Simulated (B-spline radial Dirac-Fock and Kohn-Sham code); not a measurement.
# 5p1/2 photoionisation of W near threshold

System: the W atom in the configuration 1s2 2s2 2p6 3s2 3p6 3d10 4s2 4p6 4d10 4f14 5s2 5p6 5d4 6s2. The computed 5p1/2 threshold is 56.54 eV; without correlation, outer thresholds are uncertain by 1 to 2 eV. With an open shell the threshold is an average over the terms of the final ion.

These are calculated numbers from an atomic code on a B-spline grid; the model is Dirac-Hartree-Slater photoionisation with all multipoles and Dirac-Fock thresholds. Interchannel coupling and autoionising resonances are not included, so magnitudes near threshold are approximate.

| kinetic energy (eV) | σ (Mb) | β |
| --- | --- | --- |
| 1.5 | 1.88 | 1.40 |
| 1.9 | 1.90 | 1.48 |
| 2.3 | 1.92 | 1.56 |
| 2.9 | 1.94 | 1.64 |
| 3.7 | 1.95 | 1.71 |
| 4.6 | 1.94 | 1.78 |
| 5.7 | 1.92 | 1.84 |
| 7.2 | 1.86 | 1.89 |
| 9.0 | 1.77 | 1.93 |
| 11.2 | 1.63 | 1.95 |
| 14.0 | 1.46 | 1.96 |
| 17.5 | 1.24 | 1.95 |
| 21.9 | 1.01 | 1.92 |
| 27.4 | 0.778 | 1.86 |
| 34.2 | 0.572 | 1.75 |
| 42.8 | 0.401 | 1.60 |
| 53.5 | 0.271 | 1.38 |
| 66.9 | 0.179 | 1.09 |
| 83.7 | 0.117 | 0.71 |
| 104.7 | 0.0786 | 0.33 |
| 130.9 | 0.0552 | 0.05 |
| 163.6 | 0.0412 | -0.05 |
| 204.6 | 0.0328 | 0.07 |
| 255.8 | 0.0271 | 0.32 |
| 319.9 | 0.0228 | 0.62 |
| 400.0 | 0.0192 | 0.89 |

The cross section shows no minimum in this range. Its largest value, 1.95 Mb, lies 4 eV above threshold. β ranges from -0.05 (at 163.6 eV) to 1.96.
